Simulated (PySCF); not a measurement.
Bond length, frequency and bond energy of AsN⁺ by level of theory

State: ²Σ⁺ (doublet), unpaired electrons σ ↑. Set-up: PySCF, no relativity, basis sets As def2-TZVPPD, N def2-TZVPPD. De refers to As⁺ + N in their high-spin ground configurations, without counterpoise correction. The functionals are run spin-unrestricted. A positive dipole points towards N; it is taken about the centre of mass and depends on that origin. Levels whose curve was spin-contaminated or gave no clean fit are not listed.

| Level | Re (Å) | ωe (cm⁻¹) | De (eV) | μ (D) | CPU s a point (SCF and correlation, without the integrals) |
| --- | --- | --- | --- | --- | --- |
| ROHF | 1.562 | 1282 | -0.489 | -1.60 | 0.82 |
| ROHF-MP2 | 1.654 | 894 | 3.65 | n/a | 1.6 |
| ROHF-SCS-MP2 | 1.648 | 923 | 3.55 | n/a | n/a |
| ROHF-CCSD | 1.610 | 1093 | 2.91 | n/a | n/a |
| ROHF-CCSD(T) | 1.627 | 1026 | 3.42 | n/a | 80 |
| PBE | 1.619 | 1063 | 4.25 | -1.36 | 1.3 |
| BLYP | 1.627 | 1035 | 4.16 | -1.38 | 0.89 |
| TPSS | 1.614 | 1072 | 3.91 | -1.32 | 1.7 |
| r²SCAN | 1.606 | 1076 | 3.66 | -1.21 | 1.6 |
| TPSSh | 1.607 | 1089 | 3.59 | -1.33 | 2.3 |
| PBE0 | 1.601 | 1094 | 3.41 | -1.37 | 2.7 |
| CAM-B3LYP | 1.596 | 1109 | 3.36 | -1.43 | 3.5 |

Q: Which functional lies closest to ROHF-CCSD(T) in De, which farthest, and by how much do they differ from it?

A: Closest is PBE0 (-2.6 pm in Re, +6.6 % in ωe, -0.01 eV in De against ROHF-CCSD(T) in the same basis), farthest PBE (-0.8 pm in Re, +3.6 % in ωe, +0.83 eV in De). CCSD(T) converges more slowly with the basis than the functionals do and binds too weakly in this one, so the order can change at the basis-set limit.

Q: What does a quarter of exact exchange do here, going from PBE to PBE0?

A: PBE0 less PBE: -1.8 pm in Re, +2.9 % in ωe, -0.84 eV in De. Exact exchange removes part of the self-interaction that spreads semilocal densities, and in most molecules shortens and stiffens the bond and lowers De; so it does here.

Q: What does the step from GGA to meta-GGA do here, going from PBE to r²SCAN?

A: r²SCAN less PBE: -1.3 pm in Re, +1.2 % in ωe, -0.59 eV in De. 

Correlated steps freeze 10 core orbitals. Spin–orbit coupling is left out. For an ion De counts to the pair picked by the measured ionisation energies or electron affinities, which need not be the lowest pair at this level. UHF is strongly spin-contaminated for AsN⁺, so the ROHF reference used there is far from stable. A negative De means that the minimum lies above the separated atoms at that level. The state is the lowest determinant that a PBE0 search found; another state may lie lower at other levels.

The whole job (state search and all levels along the bond) took about 9.2 min on 2 threads of Intel Xeon Platinum 8488C (shared host), peak memory 3.1 GiB.
